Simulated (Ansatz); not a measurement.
Several settings on one geometry of Ge₂O (the lowest singlet isomer of a short search) (that of the charge 0 singlet, r2SCAN-D4/def2-TZVP). Ansatz on 4 threads of Arm Neoverse N1 on a shared host; times are rough.

Cartesian coordinates in Å:
```
Ge 0.2375 0.8792 0.9546
Ge 0.6486 -0.7702 -0.8525
O -0.8861 -0.1090 -0.1021
```

Totals from different functionals, basis sets or treatments of relativity can't be compared as stabilities.

DK, ANO-RCC and x2c sets are all-electron and run with scalar relativity unless a key says otherwise.

The spins typed aren't always the lowest for that charge.

Task: Give the basis size and estimate the energy, ⟨S²⟩ and time of these runs.

```json
{"run": "1", "method": "UKS PBE0-D3(BJ)-ATM/cc-pVTZ-DK", "charge": "-1", "state": "doublet", "further keys": "fitting: {mean_field: def2-universal-jkfit}; point_charges: [{charge: 1.00, position_ang: [3.675, 0.480, 0.136]}]; scf: {omitted_lower_state_checks: [starts]}; forces asked"}
{"run": "2", "method": "RKS PBE0/x2c-TZVPPall", "charge": "0", "state": "singlet", "further keys": "final_grid: {core_spheres: 5, valence_spheres: 4, degree: 11}; scf: {lower_state_search: off}; forces asked"}
{"run": "3", "method": "RKS RPBE-D3(BJ)/def2-TZVP", "charge": "0", "state": "singlet", "further keys": "scf: {omitted_lower_state_checks: [starts]}"}
```

Result: 
```csv
run,functions,energy (Eh),⟨S²⟩,wall time
1,116,-4272.5533,0.75,4.2 s
2,127,-4272.3249,–,1.9 s
3,127,-4229.1005,–,1.3 s
```

The highest occupied level of an anion often lies above zero with these methods, and sets without diffuse functions describe the outer electron poorly.
